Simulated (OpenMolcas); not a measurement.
**Ionisation energies of fluorine**

```
Program             : OpenMolcas
Basis               : ANO-R2 [4s4p2d1f]
Scalar Hamiltonian  : X2C, finite nucleus
Spin-orbit coupling : state interaction with AMFI integrals over the reference wave functions, term energies averaged over their components
```

Active shells in each charge state: the valence s, p shells, with orbitals averaged over the low states. Where CASPT2's correlated closed shells are named, they are those of the first ion.

A. CASSCF
B. SS-CASPT2, IPEA 0.25 Eh, imaginary shift 0.1 Eh (closed shells correlated: 1s)
C. SS-CASPT2, IPEA 0 Eh, imaginary shift 0.1 Eh (closed shells correlated: 1s)

Energies in eV between the lowest computed levels (charge -1 gives the electron affinity), named as in B; reference values from the NIST Atomic Spectra Database with their kind.

```csv
From,To,A,B,C,Spin-orbit share in B,Reference
F- 2s² 2p⁶ ¹S₀,F 2s² 2p⁵ ²P°_3/2,1.111,3.063,2.994,-0.017,
F 2s² 2p⁵ ²P°_3/2,F+ 2s² 2p⁴ ³P₂,15.691,17.197,17.161,-0.003,17.423 (measured)
F+ 2s² 2p⁴ ³P₂,F2+ 2s² 2p³ ⁴S°_3/2,33.321,34.641,34.621,+0.020,34.971 (measured)
F2+ 2s² 2p³ ⁴S°_3/2,F3+ 2s² 2p² ³P₀,61.506,62.604,62.649,-0.051,62.708 (semi-empirical)
F3+ 2s² 2p² ³P₀,F4+ 2s² 2p ²P°_1/2,85.899,86.920,86.962,-0.007,87.175 (semi-empirical)
F4+ 2s² 2p ²P°_1/2,F5+ 2s² ¹S₀,112.859,113.875,113.912,+0.058,114.249 (semi-empirical)
F5+ 2s² ¹S₀,F6+ 2s ²S_1/2,157.023,157.068,157.069,+0.000,157.163 (measured)
F6+ 2s ²S_1/2,F7+ 1s² ¹S₀,185.040,185.095,185.095,+0.000,185.187 (measured)
```

Error against the reference values, in %:

```
From       Reference     A     B     C
   F        measured  -9.9  -1.3  -1.5
  F+        measured  -4.7  -0.9  -1.0
 F2+  semi-empirical  -1.9  -0.2  -0.1
 F3+  semi-empirical  -1.5  -0.3  -0.2
 F4+  semi-empirical  -1.2  -0.3  -0.3
 F5+        measured  -0.1  -0.1  -0.1
 F6+        measured  -0.1     0     0
```

Mean absolute error over the 4 measured values: A 0.92 eV, B 0.19 eV, C 0.20 eV.

No diffuse functions were added, so the electron affinity comes out too small, and without dynamic correlation a bound anion can come out unbound.

° marks odd parity.
